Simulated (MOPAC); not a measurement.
Job for MOPAC: PM3 on NaAl-, 2S+1 = 2, a spin state set in the input, which need not be the lowest, a point of a bond scan (R = 3.120 Å). Charge -1.

```
PM3 1SCF PRECISE CHARGE=-1 UHF MS=0.5 THREADS=1
AlNa

Na     0.00000000 1     0.00000000 1     0.00000000 1
Al     0.00000000 1     0.00000000 1     3.11967200 1
```

Output:

```
*******************************************************************************
 **                                                                           **
 **                              MOPAC v23.2.5                                **
 **                                                                           **
 *******************************************************************************
 ** MOPAC's Digital Object Identifier: https://doi.org/10.5281/zenodo.6511958 **
 **                                                                           **
 ** Please cite the open-source release paper for use of this MOPAC version:  **
 ** J. E. Moussa and J. J. P. Stewart (2026)                                  **
 ** MOPAC: An open-source semiempirical molecular orbital program             **
 ** J. Open Source Softw., 11(119), 8025, https://doi.org/10.21105/joss.08025 **
 *******************************************************************************

                              PM3 CALCULATION RESULTS

 *******************************************************************************
 *  PM3        - The PM3 Hamiltonian to be used
 *  UHF        - UNRESTRICTED HARTREE-FOCK CALCULATION
 *
 *
 *
 *                 CHARGE ON SYSTEM = -1
 *
 *
 *
 *  MS=        - IN MECI, MAGNETIC COMPONENT OF SPIN =  0.5
 *  PRECISE    - TIGHTER CRITERIA TO BE USED
 *  1SCF       - DO 1 SCF AND THEN STOP
 *  THREADS=1  - MULTI-THREADING NOT USED
 *  T=         - A TIME OF 172800.0 SECONDS REQUESTED
 *  DUMP=N     - RESTART FILE WRITTEN EVERY 7200.0 SECONDS REQUESTED
 *******************************************************************************
PM3 1SCF PRECISE CHARGE=-1 UHF MS=0.5 THREADS=1
 AlNa

   ATOM   CHEMICAL          X               Y               Z
  NUMBER   SYMBOL      (ANGSTROMS)     (ANGSTROMS)     (ANGSTROMS)

     1      Na          0.00000000  *   0.00000000  *   0.00000000  *
     2      Al          0.00000000  *   0.00000000  *   3.11967200  *



          CARTESIAN COORDINATES

    NO.       ATOM           X           Y           Z

     1        Na          0.0000      0.0000      0.0000
     2        Al          0.0000      0.0000      3.1197

 Na: (PM3): J. J. P. STEWART, J. MOL. MOD., 10, 155-164 (2004)
 Al: (PM3): J. J. P. STEWART, J. COMP. CHEM. 10, 209 (1989).

           Empirical Formula: Na Al  =     2 atoms



      MOLECULAR POINT GROUP   :   C*v


          UHF CALCULATION, NO. OF ALPHA ELECTRONS =    3
                           NO. OF BETA  ELECTRONS =    2

 -------------------------------------------------------------------------------
 PM3 1SCF PRECISE CHARGE=-1 UHF MS=0.5 THREADS=1
 AlNa



     1SCF WAS SPECIFIED, SO BFGS WAS NOT USED
     SCF FIELD WAS ACHIEVED


                              PM3 CALCULATION
                                                       MOPAC v23.2.5 Linux




          FINAL HEAT OF FORMATION =        -36.86223 KCAL/MOL =    -154.23158 KJ/MOL


          COSMO AREA              =        129.31 SQUARE ANGSTROMS
          COSMO VOLUME            =        125.49 CUBIC ANGSTROMS

          IONIZATION POTENTIAL    =          2.614790 EV
          ALPHA SOMO LUMO (EV)    =         -2.742  2.846
          BETA  SOMO LUMO (EV)    =         -2.615  2.144
          NO. OF ALPHA ELECTRONS  =          3
          NO. OF BETA  ELECTRONS  =          2
          MOLECULAR WEIGHT        =         49.9713         POINT GROUP:  C*v

          MOLECULAR DIMENSIONS (Angstroms)

            Atom       Atom       Distance
           Al     2   Na     1     3.11967
           Al     2   Na     1     0.00000
           Na     1   Al     2     0.00000


          SCF CALCULATIONS        =          1





   ATOM   CHEMICAL          X               Y               Z
  NUMBER   SYMBOL      (ANGSTROMS)     (ANGSTROMS)     (ANGSTROMS)

     1      Na          0.00000000  *   0.00000000  *   0.00000000  *
     2      Al          0.00000000  *   0.00000000  *   3.11967200  *

                             CARTESIAN COORDINATES

   1   Na        0.000000000     0.000000000     0.000000000
   2   Al        0.000000000     0.000000000     3.119672000


           Empirical Formula: Na Al  =     2 atoms



      MOLECULAR POINT GROUP   :   C*v


          ALPHA EIGENVALUES
  -3.04812  -2.96451  -2.74214   2.84641   2.92836   3.46453   5.74730  14.53518


           BETA EIGENVALUES
  -2.91182  -2.61479   2.14352   2.95856   3.48547   3.70763   5.77489  18.22524


              NET ATOMIC CHARGES AND DIPOLE CONTRIBUTIONS

  ATOM NO.   TYPE          CHARGE      No. of ELECS.   s-Pop       p-Pop
    1         Na           0.411241        0.5888     0.01160     0.57716
    2         Al          -1.411241        4.4112     0.00364     4.40760
 DIPOLE           X         Y         Z       TOTAL
 POINT-CHG.     0.000     0.000   -13.056    13.056
 HYBRID         0.000     0.000     0.323     0.323
 SUM            0.000     0.000   -12.733    12.733


          ATOMIC ORBITAL ELECTRON POPULATIONS

     Atom    s        px        py        pz
    1 Na   0.01160   0.17863   0.07563   0.32290
    2 Al   0.00364   1.82137   0.92437   1.66186


                    (SZ)    =    0.500000
                    (S**2)  =    0.750944


          ATOMIC ORBITAL SPIN POPULATIONS

    Atom   Total    s     px     py     pz
         Atomic
    1 Na  0.0683  0.000 -0.007  0.076 -0.001
    2 Al  0.9317  0.002  0.007  0.924 -0.002

 **********************
 *                    *
 * JOB ENDED NORMALLY *
 *                    *
 **********************




 == MOPAC DONE ==
```

The run finished.

Cost: about 0.020 core-seconds (a rough figure).
